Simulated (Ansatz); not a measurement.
```xyz
2

Cl    0.0000    0.0000    0.0000
Al    0.0000    0.0000    3.1220
```

Basis set: pcseg-2 (spherical functions). Charge 0, multiplicity 1.

Computed with Ansatz (development build ahead of 0.2.0); each method stands on the lowest determinant of its kind that the runs found.

The atomization energy at this shape (free ground-state atoms in the same class of orbitals less the molecule, no zero-point energy) of singlet AlCl:

```csv
method,atomization energy
RHF,53.19 kcal/mol
```

**Question.** What does PBE (unrestricted) give?

**Answer.** 79.31 kcal/mol. Caution: the shape is not the minimum. Caution for RHF: stretched shape with no unrestricted run beside it, a lower state can exist.
